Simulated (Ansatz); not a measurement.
Abridged output of a molecular run in Ansatz:

```
Functional definition: HF
1425 factors; integrals over basis functions are off by at most 1.0e-3 eV
mean field evaluation 1: about -14136.4719 eV, gradient 4.3e1 eV
mean field evaluation 2: about -14136.6074 eV, gradient 4.3e1 eV
mean field evaluation 4: about -14140.2168 eV, gradient 3.6e0 eV
mean field evaluation 8: about -14140.2753 eV, gradient 2.2e-1 eV
mean field -14140.27551670 eV, -519.6455406156 hartree, gradient 5.1e-6 eV, S^2 0.000000; 0 other end points of the search recorded, 0 dependent functions left out
9 core orbitals not correlated: weight in the atoms' cores, before any rotation towards them, 1.000 or more for the frozen orbitals, at most 0.000 for the correlated occupied ones
reference -14140.27551670 eV, -519.6455406156 hartree; 15, 15 occupied and 212, 212 virtual orbitals, 1425 factors
second order -25.15250949 eV of doubles, -0.00000000 eV of singles
cycle   1  -25.35678218 eV  change   -2.0e-1 eV  update   1.0e-1
cycle   2  -25.87038120 eV  change   -5.1e-1 eV  update   3.0e-2
cycle   3  -26.00074788 eV  change   -1.3e-1 eV  update   1.5e-2
cycle   4  -25.98980740 eV  change    1.1e-2 eV  update   3.2e-3
cycle   5  -25.98792160 eV  change    1.9e-3 eV  update   1.4e-3
cycle   6  -25.98872064 eV  change   -8.0e-4 eV  update   4.3e-4
cycle   7  -25.98857488 eV  change    1.5e-4 eV  update   1.7e-4
cycle   8  -25.98846984 eV  change    1.1e-4 eV  update   5.5e-5
cycle   9  -25.98848036 eV  change   -1.1e-5 eV  update   2.2e-5
perturbative correction -0.84068379 eV, -0.0308945596 hartree
Total energy: -14167.10468085 eV, -520.6314942128 hartree
```

Its atoms:

Z-matrix (Å, degrees):
```
C
Al 1 1.935
H 1 1.095 2 110.5
H 1 1.093 2 111.7 3 119.0
H 1 1.093 2 111.4 3 -119.2
F 2 1.656 1 120.1 3 -80.9
C 2 1.976 1 125.5 3 98.6
F 7 1.402 2 109.6 1 0.3
H 7 1.097 2 112.7 1 120.3
H 7 1.097 2 112.7 1 -119.7
```

Which basis set was used?
A. def2-SVPD
B. cc-pV(Q+d)Z
C. def2-QZVPP
D. def2-TZVPP

D. It gives 236 functions.

Write the keys of the input that set method, charge and spin (a neutral closed shell needs none for the last two).


```yaml
correlation: {method: ccsd_t}
```
